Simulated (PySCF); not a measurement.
Isomers of C4H8O3Si2, one GFN2-xTB conformer each. Single-point energies are computed at PBE0/pcSseg-1 (PySCF, gas phase, no added dispersion term), electronic only.

Task: Rank them by PBE0/pcSseg-1 energy, lowest first (kcal/mol).
A. `[O:1]=[C:2]=[C:3]([CH:4]=[O:5])[C@@H:6]([SiH3:7])[O:8][SiH3:9]` with C2–C3–C4–O5 178°, C2–C3–C6–Si7 -106°, C3–C6–O8–Si9 129°
B. `[CH2:1]=[CH:2][C@H:3]1[O:4][SiH2:5][SiH2:6][O:7][C:8]1=[O:9]` with C1–C2–C3–O4 -1°, C2–C3–O4–Si5 -167°, C3–O4–Si5–Si6 -36°, O4–Si5–Si6–O7 -7°, Si5–Si6–O7–C8 24°
C. `[CH2:1]=[CH:2][C@@H:3]1[SiH2:4][O:5][SiH2:6][O:7][C:8]1=[O:9]` with C1–C2–C3–Si4 -96°, C2–C3–Si4–O5 -170°, C3–Si4–O5–Si6 13°, Si4–O5–Si6–O7 5°, O5–Si6–O7–C8 13°

Result: C (0.0), B (49.0), A (88.4).

As drawn, the lowest has a C(=O)–O unit, which the highest lacks; the highest has cumulated double bonds, which the lowest lacks. GFN2-xTB itself gives, in the same order: 0.0, 49.1, 89.6. Both levels put the same isomer lowest; measured from each level's own lowest isomer, the values differ by up to 1.2 kcal/mol (O=C=C(C=O)[C@@H]([SiH3])O[SiH3]: 89.6 against 88.4).

Task: Which frontier levels, dipoles and rotational constants go with these structures?

Result: 
| SMILES | HOMO (eV, PBE0/pcSseg-1) | LUMO (eV) | dipole (D) | A, B, C (MHz) |
| --- | --- | --- | --- | --- |
| C=C[C@@H]1[SiH2]O[SiH2]OC1=O | -7.52 | -0.64 | 3.01 | 1977, 971.5, 746.6 |
| C=C[C@H]1O[SiH2][SiH2]OC1=O | -7.46 | -1.36 | 4.40 | 1804, 1041, 693.1 |
| O=C=C(C=O)[C@@H]([SiH3])O[SiH3] | -7.26 | -1.87 | 1.26 | 1249, 877.1, 658.2 |
